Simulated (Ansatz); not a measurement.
Consider the hydrogen abstraction from the Sn–H bond: `[SnH4]` + `[OH]`• → `[SnH3]`• + H₂O.

Gas-phase electronic energies from Ansatz, PBE0-D4/def2-TZVP geometries. CCSD(T)/CBS adds triple-zeta CCSD(T) − MP2 to the extrapolated MP2 energy (def2 sets, frozen cores). This one scheme is used for every species. DFT in def2-TZVPP. Open shells (•) are unrestricted, without spin–orbit coupling. Elements past krypton have def2 core potentials. For Sn outer-core shells are correlated without core-valence functions, which leaves a few kJ/mol of doubt a bond.

Q: Is it downhill or uphill in electronic energy at CCSD(T)/CBS, and by how much? (Best estimate.)

A: Computed: Downhill: ΔE = -187.8 kJ/mol.

Q: What do these levels give: ωB97X-V, PBE-QIDH, PBE, HF/def2-TZVPP, SCS-MP2/def2-QZVPP, MP2/CBS(def2)? (Estimate.)

A: Computed: ωB97X-V -172.6, PBE-QIDH -183.7, PBE -199.0, HF/def2-TZVPP -112.9, SCS-MP2/def2-QZVPP -193.7, MP2/CBS(def2) -213.6 kJ/mol.

Largest T1 diagnostic among the species: 0.015.

From PBE to PBE0 (25 % exact exchange), in def2-TZVPP and without D4, ΔE moves by +14.4 kJ/mol. Leaving LDA and LC-ωPBE aside and taking each functional with its dispersion term where it has one, the values, not all of them listed here, spread over 37.8 kJ/mol, from PBE-D4 to BHLYP-D4. LDA lies −33.5 kJ/mol from PBE without D4. At CCSD(T), def2-SVP lies +20.4 kJ/mol from the extrapolated value and def2-TZVPP +9.1 kJ/mol.
